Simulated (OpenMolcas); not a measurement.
Cu3+ (d8) in a complex was computed by CASSCF with the d shell active (OpenMolcas, ANO-RCC-VTZP on the metal). Its lowest spin-free states, and all those of the highest spin:

| 2S+1 | Degeneracy | E (cm-1) |
| --- | --- | --- |
| 3 | 1 | 0.0 |
| 3 | 1 | 10311 |
| 3 | 2 | 10803 |
| 3 | 2 | 17228 |
| 1 | 2 | 19055 |
| 3 | 1 | 19690 |
| 1 | 1 | 27953 |
| 1 | 2 | 29968 |
| 1 | 1 | 31552 |
| 3 | 1 | 31667 |
| 1 | 1 | 35779 |
| 3 | 2 | 35951 |

Question: Is the site octahedral, tetrahedral or cube-like, axial, or of lower symmetry?

Answer: The states with 2S+1 = 3 have orbital degeneracies 1, 1, 2, 2, 1, 1, 2. There are pairs but no triples, so the site is axial: not cubic, but with a proper or improper axis of order three or more. The run had Cu3+ with 6 ligands (fluoride) in trigonal antiprismatic coordination (D3d) at 1.85 Å, a polar angle of 60.8° against the regular 54.74°. A charge of +0.5 e stands 3.2 Å behind each ligand. Ligand basis ANO-RCC-VDZP.

Without dynamic correlation the repulsion within the d shell is too large (B by tens of per cent), so at a given field states of lower spin stand too high. Ligand-to-metal charge-transfer states are missing. With no ligand orbital active B as a rule stays too high, so bands that hang on it stand too high and its fall with covalency is understated. With metal d orbitals alone and no dynamic correlation the field as a rule comes out too small, by tens of per cent, by up to half for chloride and softer ligands, and the orbital part of g and χT, which goes as 1/10Dq, too large. No measured value stands beside these numbers; the geometry was imposed, not optimised, and the real ion may take another.
